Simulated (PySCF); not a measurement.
Compound: diboron tetrafluoride, B₂F₄.
Bonds: F1–B2, B2–F3, B2–B4, B4–F5, B4–F6.

Torsions of this conformer, `[F:1][B:2]([F:3])[B:4]([F:5])[F:6]`: F1–B2–B4–F5 -88°.

The closed-shell ground state was solved at several levels (PySCF, density fitting, gas phase, non-relativistic). Geometry: GFN2-xTB; no solvent, vibrations or thermal averaging. The dipole stays under 0.02 D at every level.

```json
{"level": "wB97X-D/def2-SVPD", "basis functions": "132", "HOMO (eV)": "-12.45", "LUMO (eV)": "0.83", "gap (eV)": "13.28"}
{"level": "PBE0/pcSseg-1", "basis functions": "102", "HOMO (eV)": "-10.39", "LUMO (eV)": "-1.03", "gap (eV)": "9.36"}
```

Q: Estimate the row for B3LYP/pcJ-1, a basis of 162 functions; the other rows only guide the guess.

A: HOMO -10.14 eV, LUMO -1.28 eV, gap 8.86 eV.

Q: Over all these levels, which gives the widest orbital gap and which the narrowest?

A: wB97X-D/def2-SVPD (range-separated hybrid) has the widest, 13.28 eV, and B3LYP/pcJ-1 (global hybrid, 20 % exact exchange) the narrowest, 8.86 eV. Functional and basis both differ between the two, so the spread mixes both effects.
